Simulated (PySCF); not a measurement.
Vertical excitations of a molecule C₃H₉NSi₂ from TDA-PBE/def2-SVPD run with PySCF, as energy in eV (oscillator strength): 5.14 (0.017), 5.40 (0.020), 5.74 (0.001), 5.96 (0.001), 6.07 (0.013), 6.27 (0.003), 6.44 (0.016), 6.58 (0.004), 6.62 (0.020), 6.73 (0.052). Lowest triplet (TDA): 4.75 eV. Coordinates come from a B3LYP-D3(BJ)/def2-SVP optimisation. One conformer was computed; it need not be the lowest.

Which structure fits?
A) C#C[Si@@H](C)N[SiH3]
B) C[Si@@H]1C=CN1[SiH3]
C) CN[SiH2]C#C[SiH3]
D) C[SiH2]N1C=C[SiH2]1

A, C#C[Si@@H](C)N[SiH3]
